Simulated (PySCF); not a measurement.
## Tc (technetium, neutral): UHF calculation

Configuration: [Kr] 4d6 5s1, high-spin 6D determinant (an excited configuration). Calculation: PySCF 2.14, in aug-cc-pVTZ-PP with one added diffuse shell each of s, p, d, f, g type with ECP28MDF (7s7p6d4f3g, 113 functions); a scalar-relativistic core potential.

* Total energy: -79.821260 hartree
* One-electron energy: -139.1604 hartree
* Hartree (Coulomb) energy: 67.7418 hartree
* Exchange energy: -8.4027 hartree
* ⟨S²⟩: 8.7551
* ⟨L²⟩: 6.037
* Sum of ⟨r⟩: 23.75 bohr
* Sum of ⟨r²⟩: 50.84 bohr²
* Traceless quadrupole moment −½Σ⟨3z² − r²⟩ along its main axis: 1.04 e·bohr²

```json
{"shell": "4s α", "electrons": "1", "mean orbital energy (eV)": "-89.279", "spread (eV)": "0", "rms radius, mean of both spins (bohr)": "1.15"}
{"shell": "4s β", "electrons": "1", "mean orbital energy (eV)": "-83.287", "spread (eV)": "0", "rms radius, mean of both spins (bohr)": "1.15"}
{"shell": "4p α", "electrons": "3", "mean orbital energy (eV)": "-56.936", "spread (eV)": "1.354", "rms radius, mean of both spins (bohr)": "1.28"}
{"shell": "4p β", "electrons": "3", "mean orbital energy (eV)": "-49.286", "spread (eV)": "1.074", "rms radius, mean of both spins (bohr)": "1.28"}
{"shell": "4d α", "electrons": "5", "mean orbital energy (eV)": "-10.563", "spread (eV)": "1.607", "rms radius, mean of both spins (bohr)": "1.97"}
{"shell": "4d β", "electrons": "1", "mean orbital energy (eV)": "-6.815", "spread (eV)": "0", "rms radius, mean of both spins (bohr)": "1.97"}
{"shell": "5s α", "electrons": "1", "mean orbital energy (eV)": "-6.484", "spread (eV)": "0", "rms radius, mean of both spins (bohr)": "3.87"}
```

Energies and moments cover only the electrons outside the core potential.
